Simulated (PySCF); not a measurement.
Input file for PySCF: D3(BJ) and D4 dispersion corrections on H2 (SMILES [H][H]).

```python
from pyscf import gto
from pyscf.dispersion import dftd3, dftd4

mol = gto.M(
    atom='''
    H     0.00000000    0.00000000    0.37198582
    H    -0.00000000   -0.00000000   -0.37198582
    ''',
    basis='def2-svp',
    charge=0, spin=0, verbose=0, max_memory=1800)
d3, d4 = {}, {}
for xc in ['hf', 'pbe', 'blyp', 'revpbe', 'tpss', 'r2scan', 'b3lyp', 'pbe0', 'bhlyp', 'camb3lyp', 'b2plyp']:
    d3[xc] = float(dftd3.DFTD3Dispersion(mol, xc=xc, version='d3bj', atm=False).get_dispersion()['energy'])
    print(f'D3(BJ) {xc:10s} {d3[xc]:14.8f} Eh')
for xc in ['hf', 'pbe', 'blyp', 'revpbe', 'tpss', 'r2scan', 'b3lyp', 'pbe0', 'bhlyp', 'camb3lyp', 'b2plyp']:
    d4[xc] = float(dftd4.DFTD4Dispersion(mol, xc={'camb3lyp': 'cam-b3lyp'}.get(xc, xc), atm=True).get_dispersion()['energy'])
    print(f'D4     {xc:10s} {d4[xc]:14.8f} Eh')
```

Output:

```
D3(BJ) hf            -0.00117364 Eh
D3(BJ) pbe           -0.00009172 Eh
D3(BJ) blyp          -0.00017715 Eh
D3(BJ) revpbe        -0.00027727 Eh
D3(BJ) tpss          -0.00010508 Eh
D3(BJ) r2scan        -0.00002154 Eh
D3(BJ) b3lyp         -0.00014081 Eh
D3(BJ) pbe0          -0.00006893 Eh
D3(BJ) bhlyp         -0.00009780 Eh
D3(BJ) camb3lyp      -0.00005081 Eh
D3(BJ) b2plyp        -0.00005583 Eh
D4     hf            -0.00039018 Eh
D4     pbe           -0.00007417 Eh
D4     blyp          -0.00017992 Eh
D4     revpbe        -0.00039475 Eh
D4     tpss          -0.00010103 Eh
D4     r2scan        -0.00001842 Eh
D4     b3lyp         -0.00011575 Eh
D4     pbe0          -0.00005901 Eh
D4     bhlyp         -0.00006405 Eh
D4     camb3lyp      -0.00005559 Eh
D4     b2plyp        -0.00005062 Eh
```

The run finished.

Cost: around 0.03 core-seconds (rough).
